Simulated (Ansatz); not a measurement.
A nudged elastic band was laid between two geometries of ClGaH3NO + H2S (10 atoms, charge 0, multiplicity 1).

These are results of RHF/def2-SVP (Ansatz 0.2.0), not measurements.

* movable images: 5
* climbing image: yes
* spring: 5.0 eV/Å²
* optimiser: quadratic models (default)
* start path: through a guess of the saddle point
* force threshold: 0.05 eV/Å
* iteration limit: 60
* end points: relaxed

Initial state:

```xyz
10
Properties=species:S:1:pos:R:3
Ga -0.267 -0.102 0.167
O -0.575 -0.609 1.843
H 0.051 -1.170 2.270
Cl 1.731 -0.460 -0.624
N -1.637 0.146 -0.983
H -2.588 0.225 -0.681
H -1.523 0.433 -1.934
S 0.381 2.588 1.099
H 1.705 2.426 1.060
H 0.251 2.177 2.363
```

Final state:

```xyz
10
Properties=species:S:1:pos:R:3
Ga 0.125 0.627 0.035
O -0.243 -0.173 1.981
H -1.157 -0.435 1.991
Cl 1.840 -0.570 -0.586
N -1.552 0.141 -0.560
H -1.624 -0.649 -1.175
H -2.165 0.862 -0.895
S 0.526 2.767 0.585
H 1.855 2.695 0.475
H -0.078 0.389 2.728
```

Problem. Which bonds break or form, and what moves?

Solution. Bonds broken: S8–H10. Bonds formed: Ga1–S8, O2–H10. ClGaH3NO + H2S becomes ClGaH5NOS.

Problem. What energy profile does the band end with?

Solution. It converged. The highest image is number 3 of 0 to 6, 67.4 kJ/mol above the first end and 134.4 kJ/mol above the last; the last end lies 67.1 kJ/mol below the first. The profile has 2 maxima (images 3, 5) with wells between them (image 4): this band takes more than one step, which may be the mechanism or a detour left from its start path. Neighbouring images differ by up to 1.4 eV, so the band resolves the path poorly. A vibrational analysis at the climbing image gives one clearly imaginary mode, 1519i cm⁻¹, and a faint second one (24i cm⁻¹) that may be numerical noise or a soft torsion: probably a first-order saddle point. The orbitals stay closed-shell, which can raise the energy where a bond breaks towards radicals; this wasn't checked here.

```csv
image,path coordinate (Å),energy (kJ/mol),S8–H10 (Å),Ga1–S8 (Å),O2–H10 (Å)
0,0.00,0.0,1.34,2.92,2.95
1,0.69,1.3,1.34,2.77,2.61
2,1.38,12.2,1.34,2.74,2.00
3,2.07,67.4,1.56,2.51,1.30
4,4.23,-67.0,3.34,2.24,0.95
5,6.39,-56.0,3.16,2.24,0.95
6,8.55,-67.1,3.26,2.25,0.95
```

Problem. What is the geometry of the highest image?

Solution. 
```xyz
10
Properties=species:S:1:pos:R:3
Ga -0.052 0.294 0.024
O -0.129 -0.120 1.865
H -0.531 -0.824 2.353
Cl 1.804 -0.317 -0.919
N -1.613 0.108 -0.889
H -2.485 0.451 -0.534
H -1.622 0.097 -1.890
S 0.361 2.446 1.252
H 1.696 2.376 1.239
H 0.100 1.143 2.078
```

The band took 39 iterations and of the order of 15 core-minutes.

The run took 7.7 min on 2 threads of Arm Neoverse V1 (shared host), peak memory 0.34 GiB.
